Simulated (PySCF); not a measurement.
## Spin states of GeTe⁺

Unrestricted PBE0; PySCF, scalar-relativistic core potentials, basis sets Ge def2-TZVPPD, Te def2-TZVPPD with ECP28. Outer shells of the fragments: Ge+ 3d10 4s2 4p1; Te 4d10 5s2 5p4.

Followed along the bond (rough minima from three points):

```
2Ms+1  unpaired  ⟨S²⟩ at the start  R at minimum (Å)  Te (eV)
    2       π ↑               0.76              2.49     0.00
    2       σ ↑               0.76              2.33     0.47
    4     π ↑↑↑               3.76  none in the scan   ≤ 1.52
```

Solutions found at the starting distance of 2.580 Å, counted from the lowest of them; the search is not exhaustive and high or unbound solutions are not listed, so other states can lie among these:

```tsv
2Ms+1	unpaired	term	E (eV)	⟨S²⟩	⟨Lz²⟩	μ (D)
2	π ↑	²Π	0.00	0.76	1.01	-3.09
2	σ ↑	²Σ⁺	0.81	0.76	0.00	-3.66
4	π ↑↑↑	⁴Π	1.74	3.76	1.01	-0.29
4	σ ↑, π ↑↑	mixed	2.08	3.76	2.01	-1.85
2	π ↑↑↓	mixed	2.12	1.76	3.03	-0.30
4	σ ↑, π ↑↑	mixed	2.37	3.76	2.01	-2.16
```

A term symbol is given only where ⟨S²⟩ and ⟨Lz²⟩ are close to those of a pure state; real π, δ and φ orbitals otherwise mix terms. A positive dipole points towards Te; it is taken about the centre of mass and depends on that origin.

Problem. Compare the gap between the two lowest followed solutions at the starting distance with the gap between their minima.

Solution. At PBE0 the second solution (doublet, unpaired electrons σ ↑) lies +0.81 eV from the first (doublet, unpaired electrons π ↑) at 2.580 Å and +0.47 eV at the minima; the two curves relax by different amounts, since their minima lie near 2.33 and 2.49 Å.

Spin–orbit coupling is left out. Counting both spins, an empty level lies below a filled one in some of these solutions, because spin and occupation are held.
